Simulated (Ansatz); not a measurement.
Species: C7H15 (charge 0, doublet). It need not be the lowest isomer of its formula. SMILES: C(C)(CC(C)C)[CH2]
Structure (B3LYP-D3(BJ)/def2-TZVP (Ansatz, an electronic-structure program) minimum search):
```
C
H 1 1.0951
H 1 1.0961 2 106.18
C 1 1.5334 2 108.77 3 -116.39
H 4 1.0950 1 108.30 2 -62.28
C 4 1.5290 5 108.02 1 122.03
H 6 1.0908 4 112.16 5 -57.17
H 6 1.0920 7 107.56 4 -122.14
H 6 1.0939 7 107.75 8 -115.85
C 4 1.5296 5 107.47 6 119.31
H 10 1.0920 4 111.24 5 -59.71
H 10 1.0920 11 107.98 4 -122.39
H 10 1.0937 11 107.71 12 -116.08
C 1 1.5390 2 108.08 3 116.07
H 14 1.1026 1 107.32 2 -178.45
C 14 1.4881 15 107.57 1 -119.08
H 16 1.0820 14 120.87 15 -87.19
H 16 1.0821 17 117.92 14 -172.18
C 14 1.5330 15 107.04 16 -119.77
H 19 1.0904 14 111.71 15 -55.25
H 19 1.0916 20 107.70 14 -121.79
H 19 1.0927 20 108.10 21 -116.34
```
Charge 0, spin multiplicity 2.

Quantity: atomisation energy (electronic, to ground-state atoms), in kcal/mol. Valence correlation only, unless marked. Open shells are spin-unrestricted. No spin-orbit coupling. Non-relativistic. The coupled-cluster limit lacks core correlation, which all-electron functionals hold. CBS(X,Y): correlation extrapolated as X^-3; Hartree-Fock from the larger set. [CCSD(T)-MP2]/basis is that difference in the basis named.

| level | program | atomisation energy (kcal/mol) |
|---|---|---|
| BLYP-D3(BJ)/def2-TZVPD | Ansatz + dftd3 | 2062.8 |
| BLYP/def2-TZVPD | Ansatz | 2038.4 |
| B3LYP-D3(BJ)/def2-TZVPD | Ansatz + dftd3 | ? |
| PBE0/def2-QZVPP | Ansatz | ? |
| BHLYP-D3(BJ)/def2-TZVPD | Ansatz + dftd3 | 2039.5 |
| LC-wPBE/def2-TZVPD | Ansatz | 2075.6 |
| B2GP-PLYP/def2-TZVPD | Ansatz | ? |
| PBE-QIDH/def2-TZVPD | Ansatz | 2069.2 |
| SCS-MP2/STO-3G | Ansatz | 2176.7 |
| CCSD/STO-3G | Ansatz | 2189.4 |
| RI-MP2/CBS(cc-pVTZ,cc-pVQZ)+[CCSD(T)-MP2]/cc-pVTZ | Ansatz | 2076.7 |

### Question
Complete the blanks.

### Answer

- B3LYP-D3(BJ)/def2-TZVPD, atomisation energy (kcal/mol): 2079.8
- PBE0/def2-QZVPP, atomisation energy (kcal/mol): 2085.4
- B2GP-PLYP/def2-TZVPD, atomisation energy (kcal/mol): 2047.0
